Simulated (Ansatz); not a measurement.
Ga₁₂N₁₂H₃₂, a nanocrystal cut from zinc blende GaN (hydrogen-capped), relaxed as a singlet with RKS PBE-D4/def2-SVP in Ansatz, starting from the GFN2-xTB geometry. Force threshold 0.03 eV/Å.

Single mean-field runs in def2-SVP are fitted with def2-universal-jkfit.

Start:

```xyz
56

N    -2.617   -2.705   -0.165
N     2.408   -2.587    1.587
N     3.184   -0.325   -0.992
N    -2.086   -0.667   -2.431
N     0.853    0.525   -2.838
N     0.272   -1.547   -0.543
N    -1.395   -0.684    1.970
N     1.452    0.475    1.528
N    -0.881    1.364   -0.351
N    -3.763    0.185    0.025
N     2.057    2.519   -0.806
N     0.064    3.332    1.973
Ga    0.911   -3.132    0.375
Ga   -1.220   -2.161   -1.569
Ga   -3.056   -1.286    1.139
Ga    1.518   -1.062   -1.926
Ga    2.204   -0.888    2.684
Ga    2.826    1.094    0.401
Ga   -0.778   -0.055   -3.820
Ga   -2.435    0.906   -1.367
Ga    0.296    2.021   -1.722
Ga   -0.069   -0.066    0.576
Ga    1.122    1.843    2.862
Ga   -1.457    2.838    0.769
H    -3.455   -3.071   -0.631
H    -2.212   -3.505    0.339
H     2.480   -3.333    2.287
H     3.317   -2.600    1.113
H     3.813    0.062   -1.705
H     3.708   -1.105   -0.582
H    -2.925   -0.965   -2.944
H     1.519    0.837   -3.557
H    -0.951   -1.429    2.529
H    -1.552    0.091    2.632
H    -4.645   -0.069   -0.434
H    -3.990    0.983    0.634
H     2.746    2.748   -1.532
H     1.929    3.395   -0.288
H     0.696    4.015    1.540
H    -0.360    3.845    2.754
H     1.529   -4.120   -0.651
H    -0.217   -3.624    1.364
H    -0.945   -3.372   -2.474
H    -4.083   -1.760    2.177
H     1.959   -2.213   -2.842
H     3.678   -0.521    3.029
H     1.177   -1.289    3.787
H     4.152    1.581    0.987
H    -0.386   -1.314   -4.648
H    -1.388    1.215   -4.482
H    -3.101    2.070   -2.116
H    -0.209    3.257   -2.481
H     0.148    1.309    3.956
H     2.464    2.545    3.229
H    -2.568    2.308    1.759
H    -1.735    4.089   -0.108
```

**Question.** Estimate the energy that the relaxation releases and the steps that it takes.

**Answer.** 18.7 kcal/mol, in 7 steps; 25 s on 11 threads of AMD EPYC 7R13 on a shared host and a whole NVIDIA H100 80GB HBM3. The force fell under the threshold at step 6, but the optimiser went on. No frequencies were taken in this run, so the end may be a saddle point.

**Question.** Does the start keep its bonding and symmetry?

**Answer.** By distances, no bond broke or formed. The bond that changes most is N8–Ga23, from 1.94 to 2.00 Å (atoms count from 1). Point group Cs at the start, Cs at the end, both within 0.05 Å.

**Question.** Predict the relaxed structure.

**Answer.** 
Cartesian coordinates in Å:
```
N -2.533 -2.694 -0.025
N 2.434 -2.614 1.531
N 3.192 -0.302 -0.971
N -2.060 -0.654 -2.482
N 0.823 0.517 -2.894
N 0.305 -1.577 -0.638
N -1.374 -0.668 1.932
N 1.483 0.486 1.560
N -0.884 1.421 -0.442
N -3.690 0.216 0.164
N 2.081 2.506 -0.787
N 0.063 3.375 1.925
Ga 0.942 -3.215 0.307
Ga -1.293 -2.210 -1.586
Ga -3.107 -1.316 1.272
Ga 1.597 -1.057 -2.009
Ga 2.134 -0.997 2.740
Ga 2.902 1.121 0.435
Ga -0.803 -0.057 -3.977
Ga -2.523 0.892 -1.382
Ga 0.354 2.083 -1.803
Ga -0.061 -0.057 0.526
Ga 1.005 1.868 2.931
Ga -1.494 2.928 0.714
H -3.331 -3.240 -0.381
H -1.958 -3.376 0.507
H 2.557 -3.392 2.198
H 3.338 -2.578 1.039
H 3.872 0.046 -1.664
H 3.687 -1.097 -0.542
H -2.900 -0.952 -3.004
H 1.476 0.824 -3.633
H -0.877 -1.379 2.497
H -1.480 0.129 2.584
H -4.659 0.099 -0.167
H -3.720 1.039 0.795
H 2.783 2.795 -1.485
H 1.921 3.371 -0.249
H 0.727 4.019 1.473
H -0.346 3.948 2.680
H 1.553 -4.258 -0.717
H -0.213 -3.674 1.328
H -1.167 -3.513 -2.464
H -4.166 -1.807 2.328
H 2.159 -2.170 -2.973
H 3.558 -0.627 3.333
H 0.921 -1.501 3.647
H 4.275 1.627 1.019
H -0.403 -1.350 -4.804
H -1.433 1.241 -4.634
H -3.362 2.017 -2.102
H -0.037 3.381 -2.608
H -0.181 1.309 3.839
H 2.325 2.506 3.535
H -2.599 2.350 1.731
H -1.813 4.218 -0.150
```
Bond lengths (bridged metal pairs left out): 32 × Ga–N 1.92 to 2.05 Å; 16 × H–N 1.03 to 1.04 Å; 16 × Ga–H 1.57 to 1.61 Å.
